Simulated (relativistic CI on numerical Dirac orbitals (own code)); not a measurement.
# Sc³⁺ in a cubic cluster: 2p photoemission with charge transfer

Computed with a charge-transfer multiplet model of a cubic metal-ligand cluster with up to 2 ligand holes, Slater and spin-orbit integrals from Dirac-Coulomb-Breit ions, Slater integrals scaled by 0.7. The ground state mixes d0 with configurations of k ligand holes L, whose averages lie at kΔ + k(k − 1)U_dd/2; a core hole lowers each added d electron by U_cd. 300 K, Lorentzian 0.6 eV and Gaussian 0.8 eV FWHM.

Atomic integrals in eV (Slater integrals scaled, ζ unscaled), ground: F2dd 4.121, F4dd 2.525, zeta_d 0.005; with the core hole: F2dd 4.121, F4dd 2.525, zeta_d 0.020, zeta_core 3.003, F2cd 3.598, G1cd 2.586, G3cd 1.465. Where a configuration has fewer than two d electrons, the dd integrals are those of d2.

Cluster parameters (eV): Δ = 5.5, U_dd = 4.4, 10Dq = 0.6, 10Dq(ligand) = 0.6, V(eg) = 3.05, V(t2g) = -1.65, final-state hopping factor = 1.

| Case | n_d | d0 | d1L | d2L2 | S |
| --- | --- | --- | --- | --- | --- |
| U_cd = 3.8 eV | 0.58 | 0.50 | 0.42 | 0.08 | 0.00 |
| U_cd = 5.6 eV | 0.58 | 0.50 | 0.42 | 0.08 | 0.00 |
| U_cd = 6.8 eV | 0.58 | 0.50 | 0.42 | 0.08 | 0.00 |

Weights, n_d and S are thermal averages at 300 K. Binding energies count from the first peak over 30 % of the highest in each spectrum, which can be another peak from case to case. The parameters are a model scan and need not match a compound or its usual spin state. Peaks in eV (height, largest 100):
- U_cd = 3.8 eV: 0.0 (100), 4.4 (48)
- U_cd = 5.6 eV: 0.0 (100), 4.3 (45), 12.6 (8)
- U_cd = 6.8 eV: 0.0 (100), 4.3 (43), 12.9 (13), 17.3 (7)

A d0 ion has no d-d gap: its lowest excitations are ligand-to-metal charge transfer. With the core hole the configuration with one ligand hole lies at Δ − U_cd = 1.7, -0.1, -1.3 eV from the one without, in the order of the table; where this is negative the screened configuration lies lower, though the effective hopping of about 7.0 eV (from the holes of the mixed ground state) mixes the two strongly wherever it is as large as the gap.
